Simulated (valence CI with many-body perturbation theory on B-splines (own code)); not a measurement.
## Valence orbitals of I30+

Method: configuration interaction combined with many-body perturbation theory (CI+MBPT): five valence electrons over a frozen Dirac-Fock core [Ar], a basis of 7 s, 7 p, 8 d, 6 f, 4 g, 1 h functions for each j, with the one-electron correlation potential Σ1 (screened to all orders), the two-electron term Σ2, the three-electron term Σ3, Breit, model QED; selected single and double excitations, second order for the rest (own B-spline code, finite nucleus).

The last digits are not significant, and no measured levels were compared; by estimate large intervals hold to a few tenths of a per cent, small ones and those within an open d or f shell to about a per cent. Only levels of the ground parity were solved; by the run's estimate the other parity begins above the list, which can be wrong where configurations are misplaced.

These are the spectroscopic orbitals of the CI (the correlating ones are not listed), shaped by the core and the other valence electrons. h is the expectation value of the core's Dirac-Fock operator, without the valence repulsion; Σ1 is computed up to l = 3 at one energy for each symmetry, that of its lowest orbital but kept below the first core excitation, so for empty shells it is not the orbital's own correlation shift; Breit and QED include the response of the core.

| Orbital | h (hartree) | Σ1 (cm⁻¹) | Breit (cm⁻¹) | QED (cm⁻¹) | ⟨r⟩ (bohr) |
| --- | --- | --- | --- | --- | --- |
| 4s1/2 | -47.369 | -7183 | 3616 | 2641 | 0.5948 |
| 5s1/2 | -28.839 | -2706 | 1751 | 1297 | 0.9771 |
| 6s1/2 | -19.411 | -1346 | 959 | 720 | 1.459 |
| 4p1/2 | -45.526 | -9206 | 5678 | -105 | 0.5939 |
| 5p1/2 | -27.934 | -3397 | 2824 | -49.2 | 0.9848 |
| 6p1/2 | -18.903 | -1677 | 1576 | -26.9 | 1.476 |
| 4p3/2 | -44.597 | -8805 | 3544 | 162 | 0.6075 |
| 5p3/2 | -27.489 | -3331 | 1768 | 83.3 | 1.002 |
| 6p3/2 | -18.655 | -1660 | 1036 | 47.3 | 1.496 |
| 3d3/2 | -80.001 | -21326 | 7747 | -739 | 0.2606 |
| 4d3/2 | -41.927 | -9085 | 2682 | -196 | 0.5865 |
| 5d3/2 | -26.207 | -3565 | 1310 | -90.5 | 0.9999 |
| 3d5/2 | -79.417 | -20455 | 3696 | -406 | 0.2634 |
| 4d5/2 | -41.721 | -8880 | 1337 | -90.9 | 0.5899 |
| 5d5/2 | -26.106 | -3472 | 647 | -39.9 | 1.004 |
| 4f5/2 | -39.244 | -19379 | 223 | -107 | 0.5403 |
| 5f5/2 | -24.978 | -8159 | 103 | -53.0 | 0.9684 |
| 4f7/2 | -39.18 | -17396 | -174 | -70.0 | 0.5416 |
| 5f7/2 | -24.942 | -7283 | -72.7 | -33.6 | 0.9701 |
| 5g7/2 | -24.298 |  | 13.3 | -11.0 | 0.8788 |
| 5g9/2 | -24.283 |  | -19.7 | -2.1 | 0.8795 |

Among the shells of the start configuration 3d5, Σ1 is largest in size for 3d3/2, where it is 0.12 % of h.

Lowest root of each symmetry, sizes in configuration state functions:

```csv
J,Parity,Roots,Reference,Variational,Second order,Change by selected CI (cm⁻¹),Change by second order (cm⁻¹)
1/2,even,4,39,17550,85969,-18842,-4
3/2,even,7,67,25168,345231,-18545,-40
5/2,even,10,81,26799,210084,-14893,-83
7/2,even,7,72,24138,182280,-17671,-226
9/2,even,5,56,24151,19872,-17537,-173
11/2,even,3,35,24380,161244,-17548,-39
13/2,even,1,18,19268,6930,-17643,-8
```
